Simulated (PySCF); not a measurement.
Isomers of C5H4NO (doublet state), one GFN2-xTB conformer each. Single-point energies are computed at B3LYP/pcH-1 (PySCF, gas phase, no added dispersion term), electronic only. GFN2-xTB treats the open shell by occupation alone, and not every SCF solution was tested for stability.

Question: Rank them by B3LYP/pcH-1 energy, lowest first (kJ/mol).
A. `[CH:1]#[C:2]/[C:3]=[CH:4]\[C:5]([NH2:6])=[O:7]` (doublet state) with C3–C4–C5–N6 0°, C4–C5–N6–H 180° and 0°
B. `[H]/[N:1]=[C:2]/[c:3]1[cH:4][cH:5][cH:6][o:7]1` (doublet state) with N1–C2–C3–C4 -84°
C. `C=[C]c1cnco1` [radical]
D. `C#CC1=CN[CH]O1` [radical]

Answer: C (0.0), B (0.1), A (39.1), D (127.3).

As drawn, the highest has an N–H bond, which the lowest lacks. Neighbours under 21 kJ/mol apart (C=[C]c1cnco1 and [H]/N=[C]/c1ccco1) can change places with a better method, another conformer or zero-point energy. GFN2-xTB itself gives, in the same order: 0.0, 1.5, 158.3, 111.8. Both levels put the same isomer lowest; measured from each level's own lowest isomer, the values differ by up to 119.2 kJ/mol (C#C/[C]=C\C(N)=O: 158.3 against 39.1).
